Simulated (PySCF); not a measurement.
Run record: geometry optimisation, `CCC[Si@@H]1N[SiH2]N[Si@H](C)N1`.

Computed with PBE0-D3(BJ)/def2-SVP geometry optimisation, gas phase (PySCF 2.14.0). Start geometry: GFN2-xTB. The input is one job of a driver script: a line of settings, then coordinates in Å.

Command:
```bash
OMP_NUM_THREADS=1 python probes_run.py task.json out
```

Input:
```
{"job": {"xc": "PBE0", "basis": "def2-SVP", "d3": "d3bj", "grid": 1, "shake": 0.01, "kind": "geom"}, "charge": 0, "multiplicity": 1}
C      4.287420    -0.480770     0.319170
C      2.887670    -0.373640    -0.344290
C      1.954820     0.607460     0.368700
Si     0.323500     0.803890    -0.473990
N     -0.642740     1.979790     0.366940
Si    -2.361550     2.132050     0.430870
N     -2.998360     0.543150     0.203600
Si    -2.284630    -0.763780    -0.673370
C     -2.954980    -2.415280     0.007340
N     -0.597710    -0.678300    -0.406570
H      4.895640    -1.167090    -0.200520
H      4.179650    -0.776870     1.356820
H      4.725560     0.528270     0.294580
H      2.418240    -1.357590    -0.342370
H      3.004330    -0.068100    -1.381810
H      2.464930     1.597420     0.420740
H      1.854850     0.298580     1.410290
H      0.452770     1.220160    -1.873910
H     -0.137930     2.774340     0.730090
H     -2.767090     2.602920     1.774580
H     -2.851370     3.044130    -0.627340
H     -3.971120     0.424220     0.435490
H     -2.589310    -0.624080    -2.131170
H     -2.523310    -3.245930    -0.566350
H     -2.712550    -2.573690     1.043510
H     -4.039520    -2.468150    -0.133220
H     -0.087980    -1.551890    -0.304780
```

Output:
```
step   0  E = -1194.33372516  max force = 0.039688
step   1  E = -1194.34299165  max force = 0.007435
step   2  E = -1194.34389905  max force = 0.002171
step   3  E = -1194.34423616  max force = 0.001664
step   4  E = -1194.34452914  max force = 0.002644
step   5  E = -1194.34494024  max force = 0.003038
step   6  E = -1194.34529000  max force = 0.002261
step   7  E = -1194.34549551  max force = 0.001121
step   8  E = -1194.34557676  max force = 0.000910
step   9  E = -1194.34562971  max force = 0.000912
step  10  E = -1194.34566728  max force = 0.000572
step  11  E = -1194.34570399  max force = 0.000468
step  12  E = -1194.34573948  max force = 0.000935
step  13  E = -1194.34577343  max force = 0.000948
step  14  E = -1194.34579478  max force = 0.000487
step  15  E = -1194.34580536  max force = 0.000228
optimisation converged
```

Energies in Eh; «max force» is the largest Cartesian gradient component in Eh/bohr.

Question: Give the first gradient maximum in eV/Å.

Answer: With 1 Eh/bohr = 51.422 eV/Å, 2.041 eV/Å.

Question: How much energy does the optimisation release, in eV?

Answer: E(step 0) − E(last step) = 0.012080 Eh, which is 0.329 eV.

Summary of the converged run: final energy -1194.34581 Eh after 15 steps; dipole 1.00 D.

Question: Give the final coordinates.

Answer: 0.505 Å rms from the input after alignment:
```
atom  x, y, z in Å
C1     3.9854   -0.7099    0.6074
C2     2.7474   -0.4234   -0.2294
C3     1.8406    0.6558    0.3595
Si4    0.3325    1.0540   -0.6905
N5    -0.7277    2.1703    0.1158
Si6   -2.3832    2.0472    0.6120
N7    -3.0071    0.5404    0.0272
Si8   -2.2674   -0.7744   -0.8363
C9    -2.4843   -2.3918    0.0824
N10   -0.5822   -0.3891   -1.0044
H11    4.6114   -1.4950    0.1552
H12    3.7099   -1.0425    1.6211
H13    4.6076    0.1930    0.7163
H14    2.1681   -1.3572   -0.3464
H15    3.0571   -0.1328   -1.2499
H16    2.4144    1.5904    0.5057
H17    1.4827    0.3549    1.3605
H18    0.8436    1.6571   -1.9698
H19   -0.2928    3.0615    0.3421
H20   -2.5076    2.1366    2.1063
H21   -3.1835    3.1997    0.0774
H22   -4.0016    0.4120    0.1986
H23   -2.9230   -0.9425   -2.1778
H24   -2.0131   -3.2272   -0.4610
H25   -2.0297   -2.3280    1.0832
H26   -3.5516   -2.6405    0.2011
H27   -0.0391   -1.1231   -1.4529
```

On Intel Xeon at 2.50 GHz, one thread, no GPU, shared host with 64 logical CPUs at a one-minute load of 63, this took 28 min wall, 24 min CPU and 1.1 GiB of memory at its peak.
Labels such as C1 count atoms from 1, the log's own numbers from 0.
